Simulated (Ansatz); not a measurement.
Consider the formal exchange of groups at a B–Si bond: `CB[SiH2]BC` + `C=C=C(O)F` → `C=C=C(F)BC` + `CB[SiH2]O`.

Isolated molecules relaxed with PBE0-D4/def2-TZVP in Ansatz; ΔE leaves out vibrations. CBS: MP2 limit from def2 TZ/QZ plus the TZ coupled-cluster correction, frozen cores. DFT in def2-TZVPP. One conformer a species, not always the lowest.

CCSD(T)/CBS gives -47.5 kcal/mol.

Q: Another level gave -47.0 kcal/mol. Which?
A. r2SCAN/def2-TZVPP
B. SCS-MP2/def2-TZVPP
C. ωB97M-V/def2-TZVPP
D. B2PLYP/def2-TZVPP

A: C. ωB97M-V -47.0, r2SCAN -44.6, B2PLYP -48.0, SCS-MP2/def2-TZVPP -49.0 kcal/mol.

Largest T1 diagnostic among the species: 0.013.

From PBE to PBE0 (25 % exact exchange), in def2-TZVPP and without D4, ΔE moves by −1.6 kcal/mol. In def2-TZVPP, CCSD(T) changes the Hartree–Fock value by +4.1 kcal/mol (the triples alone add +0.7 kcal/mol) and MP2 by +1.5 kcal/mol.
